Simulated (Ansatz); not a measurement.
Computed with Ansatz.

A structure relaxed at PBE0-D4/def2-TZVP, charge 0, multiplicity 1:

```xyz
9

C    -0.901    0.947    0.725
C    -0.034    0.472   -0.402
O     0.151    1.136   -1.395
In    1.063   -1.443   -0.537
H    -1.318    1.935    0.512
H    -1.706    0.224    0.889
H    -0.309    0.976    1.645
H     0.329   -2.764   -1.368
H     2.723   -1.485   -0.068
```

Problem. Give its formula and SMILES.

Solution. C2H5InO, `C[C](=O)[InH2]`.

Problem. Point group (tolerance 0.08 Å, 0.16 Å for H)?

Solution. Cs.

Problem. Summarise the bond lengths by kind.

Solution. 1 × C–C 1.499 Å; 3 × C–H 1.093 to 1.095 Å; 1 × C–O 1.209 Å; 1 × C–In 2.211 Å; 2 × H–In 1.725 Å.
